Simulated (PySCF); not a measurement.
Work out the structure from these simulated measurements.

Formula: C2H10FNSi4.

| Item | Value |
| --- | --- |
| NMR, other nuclei | isotropic shieldings of nuclei other than C and H, by class: 270 (1 N), 389 (1 F), 380 (1 Si), 395 (2 Si), 402 (1 Si) ppm [GIAO PBE0/pcSseg-1] |
| Dipole | 1.94 D [PBE0/pcSseg-1] |
| Rotational structure | rotational constants A, B, C: 2.343, 0.335, 0.312 GHz [GFN2-xTB] |
| 13C NMR | chemical shifts (computed TMS as zero) by class: 118.6 (1 C), 117.7 (1 C) ppm [GIAO PBE0/pcSseg-1] |
| 1H NMR | chemical shifts (computed TMS as zero) by class: 5.19 (2 H), 5.10 (2 H), 4.88 (6 H) ppm [GIAO PBE0/pcSseg-1] |

Gas-phase values; electronic properties from PySCF, density fitting. Levels stand in brackets. Isolated species at its GFN2-xTB geometry (one conformer only). Each NMR value is the plain mean over a class of atoms that symmetry, rotation or inversion makes alike.

Problem. Propose a structure and show how it fits.

Solution. Numbering: `[F:1][SiH2:2][C:3]#[C:4][SiH2:5][N:6]([SiH3:7])[SiH3:8]`. Its formula, C2H10FNSi4, gives 2 degrees of unsaturation: 0 rings and 2 π bonds in the structure found. 2 carbons fall into 2 classes; from least to most shielded: alkyne carbon [C4] (118.6 ppm), alkyne carbon [C3] (117.7 ppm). Hydrogen classes from least to most shielded: 2 H on a fluorine-bound silicon, Si2 (5.19 ppm), 2 H on an SiH2 silicon, Si5 (5.10 ppm), 6 H on 2 SiH3 silicons, Si7/Si8 (4.88 ppm, a mean of values up to 0.6 ppm apart in this geometry). The other shieldings belong to: 270 ppm, nitrogen bridging silicon atoms [N6]; 389 ppm, silicon-bound fluorine [F1]; 380 ppm, fluorine-bound silicon [Si2]; 395 ppm, SiH3 silicon [Si7/Si8]; 402 ppm, SiH2 silicon [Si5]. The optimised geometry has point group C1 and is an asymmetric top. Structure: `F[SiH2]C#C[SiH2]N([SiH3])[SiH3]`. Computed isomers that give other values at the same levels: `N#CC[Si@@H](F)[SiH2][SiH2][SiH3]` (13C chemical shifts (computed TMS as zero) by class: 125.1 (1 C), 7.7 (1 C) ppm); `FC([SiH3])=C1[SiH2]N([SiH3])[SiH2]1` (13C chemical shifts (computed TMS as zero) by class: 181.6 (1 C), 135.8 (1 C) ppm); `N#C[SiH2]C[Si](F)([SiH3])[SiH3]` (13C chemical shifts (computed TMS as zero) by class: 124.4 (1 C), 5.1 (1 C) ppm). The assignments are read from this structure; whether some other isomer fits the data as well wasn't checked.

Shape of the structure used: `[F:1][SiH2:2][C:3]#[C:4][SiH2:5][N:6]([SiH3:7])[SiH3:8]`: C4–Si5–N6–Si7 -46°.
